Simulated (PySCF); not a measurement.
A structure optimised at PBE-D3(BJ)/def2-SVP, used in a PySCF frequency run:

```xyz
14

C      1.9899    -0.6416     0.6015
Sn     0.0045    -0.0037     0.0030
N     -1.0388     0.4765     1.7340
N     -0.2420     1.7222    -1.1034
N     -0.7328    -1.4327    -1.3126
H      2.2168    -1.6245     0.1467
H      2.7329     0.1002     0.2520
H      2.0410    -0.7138     1.7045
H     -2.0286     0.6617     1.5178
H     -1.0354    -0.3118     2.3968
H      0.1464     2.5306    -0.5984
H      0.2775     1.6568    -1.9895
H     -0.6965    -2.3726    -0.8932
H     -1.7252    -1.2527    -1.5208
```

Write its SMILES and formula.

[CH3][Sn]([NH2])([NH2])[NH2], CH9N3Sn

What are its rotational constants (standard atomic weights)?

2.6838, 2.6191, 2.2817 GHz
